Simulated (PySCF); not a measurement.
C3H5, SMILES [CH2]C=C (connectivity only; charge and spin as stated), charge +1, multiplicity 1.

Coordinates come from a B3LYP-D3(BJ)/def2-TZVP optimisation. The multiplicity is an assumed one; other spin states were not compared. The isomer is the one that the SMILES or the coordinates give; other isomers of the formula were not compared.

Two levels are set side by side: PBE/def2-TZVPD (PySCF) and M06-2X/def2-TZVPD (PySCF). Same geometry, gas phase. Differences are taken from unrounded values.

```csv
quantity,M06-2X
orbital gap (eV),7.80
highest occupied level (eV),-17.11
lowest empty level (eV),-9.31
mean polarisability (bohr³),33.7
```

Task: What does PBE give, and how far is it from M06-2X? (An estimate is asked for; the answer gives what the named calculation found.)

Result: 
```
quantity                        PBE  PBE minus M06-2X
---------------------------  ------  ----------------
orbital gap (eV)               3.66             -4.14
highest occupied level (eV)  -15.07              2.04
lowest empty level (eV)      -11.41             -2.10
mean polarisability (bohr³)    32.8              -0.9
```

PBE's occupied levels lie high since its potential decays too fast outside the molecule; exact exchange lowers them and widens the gap. Differences between two approximate levels are no errors against the true value.

Rough cost on one machine, each run with all the roots and properties that it gave: M06-2X against PBE about 5 times.
